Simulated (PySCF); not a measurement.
Compound: C₆H₁₁NSi₂.
Bonds: C1–C2, C2–C3 (triple), C3–C4, C4–C5 (triple), C5–C6, C6–N7, N7–Si8, N7–Si9. Hydrogens: H10, H11, H12 on C1; H13, H14 on C6; H15, H16, H17 on Si8; H18, H19, H20 on Si9.

Computed with PBE0-D3(BJ)/def2-SVP geometry optimisation, gas phase in PySCF.

Question: Give the optimised bond lengths and angles.

Answer: 
| bond | length (bohr) | order |
| --- | --- | --- |
| C1–C2 | 2.738 | single |
| C2≡C3 | 2.303 | triple |
| C3–C4 | 2.590 | single |
| C4≡C5 | 2.304 | triple |
| C5–C6 | 2.764 | single |
| C6–N7 | 2.764 | single |
| N7–Si8, N7–Si9 | 3.311 | single |
| C1–H10, C1–H11, C1–H12 | 2.082 | single |
| C6–H13, C6–H14 | 2.090 | single |
| Si8–H15 and 5 like bonds | 2.824 | single |

Bonds in one row agree within 0.02 bohr and their mean is given. Orders are formal, as drawn. A selection of angles:
| angle | degrees |
| --- | --- |
| C1–C2–C3 | 180.0 |
| C2–C3–C4 | 179.9 |
| C3–C4–C5 | 179.8 |
| C4–C5–C6 | 178.3 |
| C5–C6–N7 | 114.3 |
| C6–N7–Si8 | 117.3 |
| Si8–N7–Si9 | 123.9 |

Torsions: C5–C6–N7–Si8 -85° (synclinal). The mirror-image conformer, all signs reversed, is as good.

N7 (nitrogen bridging silicon atoms) is almost planar (angles 123.9°, 117.3° and 117.2°, sum 358.3°, 0.12 Å off the plane of its three neighbours). The C–C distances run from 1.219 Å (C2≡C3, drawn triple) to 1.462 Å (C5–C6, drawn single), a spread of 0.243 Å. Si8 (SiH3 silicon) is distorted tetrahedral (angles from 107.7° to 113.8°).

No PBE0-D3(BJ)/def2-SVP frequencies stand behind this structure, so it isn't proved a minimum. The numbers are those of one conformer.

Time: 3.0 min wall; peak memory 0.85 GiB. Hardware: one thread of an Arm Neoverse V1 (shared host). That covers the optimisation of the geometry.
